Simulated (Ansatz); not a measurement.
A nudged elastic band was laid between two geometries of BH3O2 + H2S (9 atoms, charge 0, multiplicity 1).

Computed with RKS PBE/6-31G* in Ansatz 0.2.0.

```json
{"movable images": "9", "climbing image": "yes", "spring": "5.0 eV/Å²", "optimiser": "quadratic models (default)", "start path": "through a guess of the saddle point", "force threshold": "0.05 eV/Å", "iteration limit": "60", "end points": "relaxed"}
```

First end point:

```xyz
9
Properties=species:S:1:pos:R:3
B 0.100 -1.069 -0.038
O 0.002 -1.232 1.326
H -0.499 -0.507 1.752
H 0.689 -1.924 -0.648
O -0.414 -0.016 -0.754
H -0.858 0.643 -0.173
S -1.376 2.435 1.554
H -2.191 3.069 0.671
H -0.282 3.127 1.142
```

Last end point:

```xyz
9
Properties=species:S:1:pos:R:3
B -0.288 0.590 -0.323
O 0.116 -0.234 2.148
H -0.861 -0.282 2.141
H 0.805 0.191 -0.627
O -1.439 -0.150 -0.433
H -1.220 -1.069 -0.683
S -0.433 2.372 0.099
H -1.785 2.379 0.272
H 0.278 0.728 2.238
```

(1) Which bonds break or form, and what moves?

(2) Give the energies along the band, and the barrier.

(3) What is the geometry of the highest image?

Results:

(1) Bonds broken: B1–O2, S7–H9. Bonds formed: B1–S7, O2–H9. BH3O2 + H2S becomes BH3OS + H2O.

(2) The forces met the threshold. The highest image is number 7 of 0 to 10, 30.0 kcal/mol above the first end and 15.9 kcal/mol above the last; the last end lies 14.1 kcal/mol above the first. Beside the main top the profile has a ripple of under 15 meV (maxima at images 1, 4, 7, 9), which may be a very shallow well or noise. Neighbouring images differ by up to 1.2 eV, so the band resolves the path poorly. A vibrational analysis at the climbing image gives one clearly imaginary mode, 996i cm⁻¹: a first-order saddle point. The orbitals stay closed-shell, which can raise the energy where a bond breaks towards radicals; this wasn't checked here.

```
image  path coordinate (Å)  energy (kcal/mol)  B1–O2 (Å)  S7–H9 (Å)  B1–S7 (Å)
    0                 0.00                0.0       1.38       1.36       4.12
    1                 1.86                1.1       1.37       1.36       4.09
    2                 3.71                1.0       1.37       1.36       4.24
    3                 5.57                2.2       1.38       1.36       4.34
    4                 7.42                2.4       1.38       1.36       4.42
    5                 9.28                2.0       1.38       1.36       4.32
    6                11.14                2.3       1.38       1.36       3.65
    7                12.99               30.0       1.57       1.64       2.23
    8                14.12               17.2       2.14       2.71       1.88
    9                15.26               17.4       1.77       2.53       1.92
   10                16.40               14.1       2.64       2.79       1.84
```

(3) 
```xyz
9
Properties=species:S:1:pos:R:3:forces:R:3
B -0.007 0.137 0.072 0.00 0.00 0.00
O -0.013 -0.103 1.620 0.00 0.00 0.00
H -0.814 -0.611 1.878 0.00 0.00 0.00
H 1.095 0.054 -0.393 0.00 0.00 0.00
O -1.044 -0.440 -0.649 0.00 0.00 0.00
H -1.929 -0.289 -0.265 0.00 0.00 0.00
S -0.264 2.311 0.513 0.00 0.00 0.00
H -1.621 2.325 0.393 0.00 0.00 0.00
H -0.229 1.140 1.665 0.00 0.00 0.00
```

Run time: 12 min on 1 thread of Arm Neoverse V1, on a shared host, peak memory 0.12 GiB.
